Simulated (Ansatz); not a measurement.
`C=C=C([SiH3])Cl` + `C[O][Mg][NH2]` → `[NH2][Mg][O][SiH3]` + `C=C=C(C)Cl`  (formal exchange of groups at the Si–C bond)

Program: Ansatz. Geometries: PBE0-D4/def2-TZVP. ΔE: electronic, gas phase. CCSD(T)/CBS is the MP2 limit (def2-TZVPP, def2-QZVPP) plus CCSD(T) − MP2 in def2-TZVPP, frozen cores. DFT in def2-TZVPP. For Mg outer-core shells are correlated without core-valence functions, which leaves a few kJ/mol of doubt a bond. Each species was taken in one conformer, which may not be the lowest.

CCSD(T)/CBS gives -188.9 kJ/mol.

Task: Another level gave -182.8 kJ/mol. Which?
A. HF/def2-TZVPP
B. CCSD/def2-TZVPP
C. PBE/def2-TZVPP
D. ωB97M-V/def2-TZVPP

Result: D. ωB97M-V -182.8, HF/def2-TZVPP -193.1, CCSD/def2-TZVPP -188.8, PBE -169.9 kJ/mol.

Largest T1 diagnostic among the species: 0.012.

From PBE to PBE0 (25 % exact exchange), in def2-TZVPP and without D4, ΔE moves by −7.8 kJ/mol.
